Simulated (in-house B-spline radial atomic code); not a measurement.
A fraction x of an electron is removed from 3d in Cu, starting from [Ar] 3d10 4s1 and keeping the highest spin. All numbers are computed (scalar-relativistic (X2C) TPSSh, spin-polarised, spherical fractional occupations; Fermi nucleus of rms radius 3.8823 fm) with a B-spline radial code for spherical atoms, not measured.

Caution: exact exchange at fractional occupations of open shells leaves self-interaction of up to several eV.

```
   x  E(x) - E(0) (eV)  3d down level (eV)
   0            0.0000              -5.615
0.03            0.1733              -5.940
0.14                 ?                   ?
0.34            2.5639              -9.559
 0.4            3.1600             -10.311
 0.5                 ?                   ?
0.59            5.3521             -12.789
 0.7            6.8409             -14.289
0.84            8.9787             -16.263
0.93           10.5010             -17.570
   1           11.7671             -18.606
```

Task: What belongs in the row x = 0.14?

Result: An energy change of 0.8939 eV; 3d down at -7.172 eV.

Task: What belongs in the row x = 0.5?

Result: An energy change of 4.2550 eV; 3d down at -11.597 eV.

Task: Check Janak's theorem between x = 0.34 and 0.4.

Result: The slope of the energy is 9.94 eV; the orbital levels give 9.93 eV (-ε of the emptying orbital, averaged over the two points).
